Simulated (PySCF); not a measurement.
Vertical excitations of a molecule C₆H₆O from TDA-PBE/def2-SVPD (PySCF), as energy in eV (oscillator strength): 5.10 (0.002), 5.16 (0.021), 5.61 (0.009), 5.89 (0.037), 5.98 (0.006), 6.14 (0.012), 6.15 (0.063), 6.41 (0.002), 6.43 (0.004), 6.48 (0.026). Lowest triplet (TDA): 3.89 eV. The structure is a stationary point at PBE-D3(BJ)/def2-SVP. The values are those of a single conformer.

Which molecule gave these data?
A) C#CC1=CCCO1
B) C#C[C@H]1C=COC1
C) C=C=C1C=COC1
D) C=Cc1ccco1

B, C#C[C@H]1C=COC1
